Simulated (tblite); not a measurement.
Run record: tight-binding relaxation, `C[O][GaH][C](=C)[O][GeH3]`.

Computed with GFN2-xTB geometry optimisation, gas phase (tblite 0.8.0). Start geometry: from a force field or distance geometry. The command runs a driver script over a list of jobs; the input below is this job's line of settings and its coordinates in Å.

Command:
```bash
OMP_NUM_THREADS=1 python probes_run.py task.json out
```

Input:
```
{"job": {"kind": "relax", "xc": "GFN2-xTB", "basis": "xTB"}, "charge": 0, "multiplicity": 1}
C     -0.120600    -1.558300     0.307400
C     -0.536800    -0.307600     0.328700
O     -1.679200     0.138100     0.917400
Ge    -3.167300     0.222600    -0.163200
Ga     0.568500     1.340300    -0.529500
O      2.137700     0.939000     0.714200
C      3.057400     0.154900     0.012200
H     -0.668600    -2.366200     0.745500
H      0.823300    -1.763300    -0.188400
H     -3.883400     1.556500     0.134500
H     -2.755100     0.085800    -1.658400
H     -4.085000    -0.964900     0.302100
H      0.324500     2.752200    -0.035200
H      4.098700     0.505100     0.190100
H      2.867300     0.189100    -1.086900
H      3.011000    -0.914400     0.357000
```

Give the output.

```
step      E/eV     max force
  0    -603.90895    3.023
  1    -604.14845    2.641
  2    -604.63638    1.558
  3    -604.72949    1.414
  4    -604.89689    1.372
  5    -604.98576    1.391
  6    -605.07064    0.724
  7    -605.10849    0.468
  8    -605.13475    0.486
  9    -605.16187    0.576
... (131 lines left out)
141    -605.90709    0.017
142    -605.90713    0.015
143    -605.90716    0.016
144    -605.90719    0.015
145    -605.90724    0.020
146    -605.90730    0.023
147    -605.90737    0.024
148    -605.90743    0.017
149    -605.90748    0.013
150    -605.90750    0.010
```

«max force» is the largest atomic force in eV/Å.

From which step on does the largest force stay under 0.1 eV/Å, and how much energy is left to gain from there?

From step 92 (0.078 eV/Å), 21.8 meV above the end.

Summary of the converged run: energy lowered by 46.1 kcal/mol over 150 steps; largest atomic force 0.010 eV/Å at the end.

Give the final coordinates.

0.933 Å rms from the input after alignment:
```
atom  x, y, z in Å
C1    -0.8770   -1.7043   -0.0663
C2    -0.7334   -0.3953    0.0284
O3    -1.7166    0.5467    0.0776
Ge4   -3.4614    0.1998   -0.0030
Ga5    0.7965    0.9018    0.1388
O6     2.4785    0.6107    0.0801
C7     3.8758    0.4250    0.0342
H8    -1.8535   -2.1775   -0.1179
H9    -0.0072   -2.3413   -0.0935
H10   -4.0069    1.5812    0.0808
H11   -3.7467   -0.4839   -1.3074
H12   -3.8311   -0.6663    1.1652
H13    0.3405    2.3868    0.2676
H14    4.3854    1.3353    0.3570
H15    4.1845    0.1876   -0.9866
H16    4.1651   -0.3971    0.6926
```

Time: 1.9 s of wall time. Hardware: an Arm Neoverse N1 with one thread, shared host with 64 logical CPUs at a one-minute load of 58.
Labels such as C1 count atoms from 1, the log's own numbers from 0.
